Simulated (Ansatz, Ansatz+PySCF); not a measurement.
```xyz
2

Be    0.0000    0.0000   -0.2717
H     0.0000    0.0000    1.0868
```

Basis set: def2-SVP (spherical functions). All electrons are correlated. Correlation on ROHF uses semicanonical orbitals with singles. Charge 0, multiplicity 2.

Computed with Ansatz (development build ahead of 0.2.0); each method stands on the lowest determinant of its kind that the runs found.

Task: Give the atomization energy at this shape (free ground-state atoms in the same class of orbitals less the molecule, no zero-point energy) of doublet BeH by ωB97X (unrestricted), r²SCAN (unrestricted), PBE0 (unrestricted), PBE (unrestricted), UHF-CCSD(T), UHF-MP2, ROHF-MP2, UHF.

Result:

| method | atomization energy |
| --- | --- |
| ωB97X (unrestricted) | 228.6 kJ/mol |
| r²SCAN (unrestricted) | 253.9 kJ/mol |
| PBE0 (unrestricted) | 234.1 kJ/mol |
| PBE (unrestricted) | 231.9 kJ/mol |
| UHF-CCSD(T) | 183.7 kJ/mol |
| UHF-MP2 | 225.6 kJ/mol |
| ROHF-MP2 | 215.6 kJ/mol |
| UHF | 211.7 kJ/mol |

Caution for UHF-CCSD(T), UHF: a free atom is spin contaminated.
